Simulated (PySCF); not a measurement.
Species: C₄H₇ClOS.
Numbering: `[CH3:1]/[CH:2]=[C:3](\[Cl:4])[S@:5]([CH3:6])=[O:7]` (hydrogens: H8, H9, H10 on C1; H11 on C2; H12, H13, H14 on C6)

Geometry (PBE0-D3(BJ)/def2-SVP, Å), atoms numbered from 1 in this order:
```
atom  x, y, z in Å
C1    -2.4443   -0.4153    0.2067
C2    -1.0712    0.0666    0.5051
C3    -0.1718    0.5148   -0.3693
Cl4   -0.3982    0.6775   -2.0739
S5     1.4136    1.1489    0.2446
C6     2.4469   -0.1454   -0.5019
O7     1.4182    0.8830    1.7213
H8    -3.1888    0.1752    0.7651
H9    -2.6767   -0.3533   -0.8649
H10   -2.5641   -1.4610    0.5338
H11   -0.7105    0.0734    1.5428
H12    2.1340   -1.1050   -0.0684
H13    3.4828    0.0858   -0.2193
H14    2.3320   -0.1344   -1.5943
```

All values: CAM-B3LYP/def2-SVPD (PySCF, non-relativistic), on one gas-phase PBE0-D3(BJ)/def2-SVP geometry that isn't relaxed in the solvent. The solvent is an IEF-PCM continuum (cavity from Bondi-type radii × 1.2), and excitations are vertical TDDFT with non-equilibrium linear response and a frozen core. Specific hydrogen bonds and non-electrostatic terms are outside this model.

```csv
run,E − E(gas) (kcal/mol),HOMO (eV),HOMO–LUMO gap (eV),dipole (D),lowest singlet (eV),static polarisability (au)
gas,0.00,-8.35,8.81,2.81,5.63,89.4
P,-3.34,-8.38,8.93,3.24,5.72,102.5
Q,-6.03,-8.42,9.02,3.63,5.83,115.6
```

Q: The runs were made in benzene and tetrahydrofuran. Which run belongs to which solvent?

A: P = benzene, Q = tetrahydrofuran. The dielectric constants are 2.271 (benzene), 7.426 (tetrahydrofuran), and the energy falls further as ε rises. The optical constants n² used for the excitations are 2.25, 1.97 in the same order. In this model the ground state sees the solvent through ε alone.

Q: How constant is the ratio of the lowering to (ε − 1)/(2ε + 1)?

A: 
```tsv
solvent	(ε − 1)/(2ε + 1)	E − E(gas) (kcal/mol)	ratio (kcal/mol)	polarisation term (kcal/mol)
benzene	0.229	-3.34	-14.6	-3.63
tetrahydrofuran	0.405	-6.03	-14.9	-7.00
```

The ratio changes by +2.1 % in size from benzene to tetrahydrofuran. The polarisation term is half the interaction of the solute with the induced surface charges.

The run took 30 s on an Arm Neoverse V2 with one thread, shared host. This is the whole response run at CAM-B3LYP/def2-SVPD in tetrahydrofuran, SCF included.
